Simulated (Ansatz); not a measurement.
C₂H₁₁FOSi₃ (SMILES C[Si](C)(O)[SiH2][SiH2]F), singlet, at a GFN2-xTB geometry, with bond 12-5 at 2.4 times its length; CASSCF(4,3)/STO-3G (Ansatz, an electronic-structure program).

Here is a job for Ansatz.
Ansatz 0.2 input:
```yaml
crystal:
  periodic: [false, false, false]
  atoms:
    - {symbol: Si, position_ang: [2.48878135, 0.29425894, 0.24390818]}
    - {symbol: F, position_ang: [2.02965261, 0.43687375, -1.31759695]}
    - {symbol: Si, position_ang: [0.49094722, 0.00395432, 1.37617059]}
    - {symbol: Si, position_ang: [-1.30001013, -0.15311066, -0.11211446]}
    - {symbol: C, position_ang: [-2.98385799, 0.37902110, 0.59258959]}
    - {symbol: C, position_ang: [-1.41249358, -1.93223544, -0.80131118]}
    - {symbol: O, position_ang: [-1.06383417, 0.91060987, -1.33287270]}
    - {symbol: H, position_ang: [3.43154466, -0.81962719, 0.16016627]}
    - {symbol: H, position_ang: [3.26881143, 1.51657422, 0.42339939]}
    - {symbol: H, position_ang: [0.35659613, 1.10426706, 2.35009070]}
    - {symbol: H, position_ang: [0.62153405, -1.18644998, 2.23760569]}
    - {symbol: H, position_ang: [-3.70255729, -1.15628936, 2.57072575]}
    - {symbol: H, position_ang: [-3.76138458, 0.33460453, -0.16406468]}
    - {symbol: H, position_ang: [-2.94510455, 1.39881758, 0.96174308]}
    - {symbol: H, position_ang: [-0.47761497, -2.22956169, -1.26999414]}
    - {symbol: H, position_ang: [-1.62798981, -2.65392459, -0.01972254]}
    - {symbol: H, position_ang: [-2.19350755, -2.01906176, -1.55207068]}
    - {symbol: H, position_ang: [-0.28371784, 0.88616070, -1.88178259]}
basis:
  gaussian:
    orbitals: STO-3G
hamiltonian:
  xc: hf
magnetization: {spin_polarized: false}
correlation: {active_space: {window: {electrons: 4, orbitals: 3}}}
```

Output, abridged:

```
Functional definition: HF
721 factors; integrals over basis functions are off by at most 4.3e-5 eV
mean field evaluation 1: about -30188.9132 eV, gradient 3.2e1 eV
mean field evaluation 2: about -30189.0612 eV, gradient 3.2e1 eV
mean field evaluation 4: about -30194.4509 eV, gradient 7.8e0 eV
mean field evaluation 8: about -30194.7495 eV, gradient 3.4e-2 eV
mean field -30194.74459936 eV, -1109.6363972936 hartree, gradient 1.9e-6 eV, S^2 0.000000; 0 other end points of the search recorded, 0 dependent functions left out
reference -30194.74459936 eV, -1109.6363972936 hartree; 41, 41 occupied and 17, 17 virtual orbitals, 721 factors
state -30199.64966099 eV, -1109.8166549836 hartree
Total energy: -30199.64966099 eV, -1109.8166549836 hartree
```
